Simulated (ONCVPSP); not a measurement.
# An all-electron radial function and its pseudo partner (O (Z = 8))

Columns: radius, all-electron u(r) and pseudo u(r) of the 2s shell (level -48.67 eV) of oxygen in the configuration [He] 2s2 2p2.5; PBE, scalar-relativistic, ONCV scheme, ONCVPSP 4.0.1.

```json
{"r (bohr)": "0.047", "all-electron": "-0.3443", "pseudo": "0.0434"}
{"r (bohr)": "0.095", "all-electron": "-0.4500", "pseudo": "0.0911"}
{"r (bohr)": "0.142", "all-electron": "-0.4115", "pseudo": "0.1432"}
{"r (bohr)": "0.190", "all-electron": "-0.2920", "pseudo": "0.2026"}
{"r (bohr)": "0.237", "all-electron": "-0.1365", "pseudo": "0.2664"}
{"r (bohr)": "0.285", "all-electron": "0.0359", "pseudo": "0.3365"}
{"r (bohr)": "0.332", "all-electron": "0.2028", "pseudo": "0.4095"}
{"r (bohr)": "0.380", "all-electron": "0.3620", "pseudo": "0.4885"}
{"r (bohr)": "0.427", "all-electron": "0.5020", "pseudo": "0.5698"}
{"r (bohr)": "0.475", "all-electron": "0.6265", "pseudo": "0.6551"}
{"r (bohr)": "0.522", "all-electron": "0.7297", "pseudo": "0.7374"}
{"r (bohr)": "0.570", "all-electron": "0.8162", "pseudo": "0.8153"}
{"r (bohr)": "0.617", "all-electron": "0.8833", "pseudo": "0.8809"}
{"r (bohr)": "0.665", "all-electron": "0.9353", "pseudo": "0.9340"}
{"r (bohr)": "0.712", "all-electron": "0.9715", "pseudo": "0.9711"}
{"r (bohr)": "0.760", "all-electron": "0.9954", "pseudo": "0.9953"}
{"r (bohr)": "0.807", "all-electron": "1.0073", "pseudo": "1.0073"}
{"r (bohr)": "0.855", "all-electron": "1.0097", "pseudo": "1.0097"}
{"r (bohr)": "0.902", "all-electron": "1.0038", "pseudo": "1.0037"}
{"r (bohr)": "0.950", "all-electron": "0.9907", "pseudo": "0.9906"}
{"r (bohr)": "0.997", "all-electron": "0.9721", "pseudo": "0.9721"}
{"r (bohr)": "1.045", "all-electron": "0.9485", "pseudo": "0.9485"}
{"r (bohr)": "1.092", "all-electron": "0.9217", "pseudo": "0.9217"}
{"r (bohr)": "1.140", "all-electron": "0.8915", "pseudo": "0.8915"}
{"r (bohr)": "1.187", "all-electron": "0.8599", "pseudo": "0.8598"}
{"r (bohr)": "1.235", "all-electron": "0.8260", "pseudo": "0.8260"}
```

(1) How many radial nodes do the two functions have?

(2) At about which radius was the pseudo-wave matched?

(3) Is the pseudo-wave norm-conserving?

## Answers

(1) The all-electron 2s function has n − l − 1 = 1; the pseudo-wave has 0, since the states of the same l below it are removed with the core.

(2) 0.80 bohr. The columns agree to 0.0005 from 0.71 bohr on; several derivatives are matched, so the curves merge somewhat inside the radius.

(3) Yes: the ONCV scheme keeps the norm inside the radius equal to the all-electron one, which fixes the energy derivative of the logarithmic derivative at the level.
